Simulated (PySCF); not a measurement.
## Quadrupolar nuclei of `CN[SiH2]O[SiH3]` in NMR

CH9NOSi2.
Z-matrix (Å and degrees, PBE0-D3(BJ)/def2-SVP geometry), rows numbered from 1:
```
C 
N   1  1.4438
Si  2  1.7170  1  125.57
O   3  1.6695  2  115.29  1   -79.73
Si  4  1.6555  3  140.12  2    47.33
H   1  1.1069  2  113.77  3    96.84
H   1  1.1035  2  111.70  3  -141.13
H   1  1.1016  2  109.68  3   -23.01
H   2  1.0142  1  113.97  3  -162.38
H   3  1.4921  2  106.89  1    39.66
H   3  1.4862  2  108.05  1   162.13
H   5  1.4900  4  108.80  3   169.61
H   5  1.4957  4  110.62  3   -70.53
H   5  1.4969  4  110.74  3    49.51
```

Computed at PBE0/pcSseg-1 (PySCF, non-relativistic):

```csv
atom,environment,nucleus,spin I,Q (b),CQ = χzz (MHz),η
N2,silicon-bound nitrogen,14N,1,0.02044,-4.992,0.402
O4,siloxane oxygen,17O,5/2,-0.0256,-6.507,0.263
```

**Question.** PQ = |CQ|√(1 + η²/3), νQ = 3|CQ|/[2I(2I − 1)], ν0 = |g|·7.62259 MHz/T·B with g(14N) = 0.40376, g(17O) = −0.75752: values at 7.05 T?

**Answer.** 
```
atom  PQ (MHz)  νQ (MHz)  ν0 (MHz)  νQ/ν0
  N2     5.125     7.488     21.70  0.345
  O4     6.582     0.976     40.71  0.024
```

For N2: PQ = 4.992 × 1.0266, νQ = 4.992 × 1.5000, ν0 = 3.0777 MHz/T × 7.05 T.

For N2 νQ isn't small against ν0, so the high-field expansions of solid-state NMR fail there at this field.

**Question.** Second-order quadrupolar shift of the central transition's centre of gravity (half-integer spins, νQ < ν0/10) at 7.05 and 14.1 T.

**Answer.** From −(3/40)(PQ/ν0)²[I(I + 1) − 3/4]/[I(2I − 1)]², which goes as 1/B² (ppm):

| site | 7.05 T | 14.1 T |
| --- | --- | --- |
| 17O at O4 | -157 | -39.2 |

The couplings are those of the rigid, isolated species; surroundings and motion change them. The basis is small and wasn't made for field gradients, so the couplings can be 20 % off.

These values come from a run that also computed NMR shieldings. Hardware: Arm Neoverse V1, one thread, shared host with 32 logical CPUs at a one-minute load of 10. Cost: 14 s wall, 0.80 GiB resident at most.

One conformer stands for the species.
